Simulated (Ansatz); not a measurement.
Method: B3LYP-D3(BJ)/def2-TZVP in Ansatz (a first-principles code). No frequencies were computed at this level.

Ansatz 0.2 input:
```yaml
crystal:
  periodic: [false, false, false]
  atoms:
    - { symbol: C, position_ang: [-0.589863, -0.018842, 0.123259] }
    - { symbol: C, position_ang: [0.675141, 0.021565, -0.14108] }
    - { symbol: S, position_ang: [2.19813, 0.070214, -0.459328] }
    - { symbol: H, position_ang: [-1.139011, 0.867481, 0.389634] }
    - { symbol: H, position_ang: [-1.144396, -0.940418, 0.087513] }
basis:
  gaussian: { orbitals: def2-tzvp }
hamiltonian:
  xc: b3lyp
  dispersion: d3bj
relax:
  max_steps: 150
```

Output:

```
Functional definition: B3LYP
719 factors; their error is unknown
mean field evaluation 1: about -12930.5399 eV, gradient 6.9e1 eV
mean field evaluation 2: about -12901.8799 eV, gradient 1.2e2 eV
mean field evaluation 4: about -12942.0013 eV, gradient 8.8e0 eV
mean field evaluation 8: about -12942.2110 eV, gradient 1.4e-1 eV
mean field evaluation 16: about -12942.2280 eV, gradient 2.2e-5 eV
mean field -12942.22799053 eV, -475.6181060947 hartree, gradient 2.2e-5 eV, S^2 0.000000; 0 other end points of the search recorded, 0 dependent functions left out
reference -12942.22819000 eV, -475.6181134250 hartree; 15, 15 occupied and 96, 96 virtual orbitals, 719 factors
relax step   1: F+E_penalty+E_count = -12942.37911778 eV  Δ(F+E_penalty+E_count) = +0.000e0 eV  max|allowed force component| = 7.110e-1 eV/Å  Δτ_max = 0.0000 Å  (30 SCF iters, accepted)
these checks for a lower state are left out or cut short: starts, cluster_reference, orbital_swaps, neighbouring_geometries, increment
719 factors; their error is unknown
mean field -12942.23425457 eV, -475.6183362942 hartree, gradient 9.6e-6 eV, S^2 0.000000; 0 other end points of the search recorded, 0 dependent functions left out
reference -12942.23445432 eV, -475.6183436346 hartree; 15, 15 occupied and 96, 96 virtual orbitals, 719 factors
relax step   2: F+E_penalty+E_count = -12942.38515619 eV  Δ(F+E_penalty+E_count) = -6.038e-3 eV  max|allowed force component| = 2.172e-1 eV/Å  Δτ_max = 0.0077 Å  (34 SCF iters, accepted)
these checks for a lower state are left out or cut short: starts, cluster_reference, orbital_swaps, neighbouring_geometries, increment
719 factors; their error is unknown
mean field evaluation 32: about -12942.2353 eV, gradient 9.6e-6 eV
mean field -12942.23528271 eV, -475.6183740775 hartree, gradient 9.7e-6 eV, S^2 0.000000; 0 other end points of the search recorded, 0 dependent functions left out
reference -12942.23548263 eV, -475.6183814244 hartree; 15, 15 occupied and 96, 96 virtual orbitals, 719 factors
relax step   3: F+E_penalty+E_count = -12942.38617063 eV  Δ(F+E_penalty+E_count) = -1.014e-3 eV  max|allowed force component| = 4.590e-2 eV/Å  Δτ_max = 0.0057 Å  (36 SCF iters, accepted)
these checks for a lower state are left out or cut short: starts, cluster_reference, orbital_swaps, neighbouring_geometries, increment
719 factors; their error is unknown
mean field -12942.23533962 eV, -475.6183761688 hartree, gradient 9.7e-6 eV, S^2 0.000000; 0 other end points of the search recorded, 0 dependent functions left out
reference -12942.23553958 eV, -475.6183835174 hartree; 15, 15 occupied and 96, 96 virtual orbitals, 719 factors
relax step   4: F+E_penalty+E_count = -12942.38627707 eV  Δ(F+E_penalty+E_count) = -1.064e-4 eV  max|allowed force component| = 9.890e-3 eV/Å  Δτ_max = 0.0022 Å  (36 SCF iters, accepted)
719 factors; their error is unknown
mean field evaluation 64: about -12942.2353 eV, gradient 2.8e-4 eV
mean field -12942.23533962 eV, -475.6183761688 hartree, gradient 9.7e-6 eV, S^2 0.000000; 1 other end points of the search recorded, 0 dependent functions left out
reference -12942.23553958 eV, -475.6183835174 hartree; 15, 15 occupied and 96, 96 virtual orbitals, 719 factors
Total energy: -12942.38647704 eV, -475.6239303666 hartree
Atom 0 at    -0.598226    -0.019109     0.125007 Å, force    -0.005504    -0.000176     0.001150 eV/Å
Atom 1 at     0.678109     0.021660    -0.141700 Å, force    -0.009890    -0.000316     0.002067 eV/Å
Atom 2 at     2.199573     0.070260    -0.459630 Å, force    -0.001674    -0.000053     0.000350 eV/Å
Atom 3 at    -1.136993     0.881613     0.391572 Å, force     0.008518    -0.004929    -0.002653 eV/Å
Atom 4 at    -1.142462    -0.954423     0.084749 Å, force     0.008549     0.005474    -0.000914 eV/Å
Dipole moment:    -0.210730    -0.006731     0.044035 e Å
```

Cost: roughly 11 core-seconds.
